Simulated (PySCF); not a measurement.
# Dipole response of Cr⁺ (chromium, charge +1)

[Ar] 3d5, high-spin 6S determinant. Computed with PySCF 2.14 in aug-cc-pVTZ (8s7p5d3f2g, 93 functions), with the non-relativistic Hamiltonian (point nucleus). Coupled (time-dependent) response in atomic units; α is the mean over directions.

| method | mean α (bohr³) | C₆ (like pair) | S(−4) |
| --- | --- | --- | --- |
| M06-2X | 11.12 | 40.96 | 137.4 |

S(−4) is the Cauchy moment in α(ω) = α(0) + S(−4) ω² + …

α(iu) at M06-2X:

| u (hartree) | α(iu) (bohr³) |
| --- | --- |
| 0 | 11.12 |
| 0.0500 | 10.79 |
| 0.100 | 9.974 |
| 0.200 | 8.023 |
| 0.300 | 6.519 |
| 0.500 | 4.721 |
| 0.750 | 3.478 |
| 1.00 | 2.705 |
| 1.50 | 1.797 |
| 2.00 | 1.288 |
| 3.00 | 0.7552 |
| 5.00 | 0.3497 |

For an ion, C₆ is the dispersion term alone; charge-induced terms of lower order in 1/R come first.
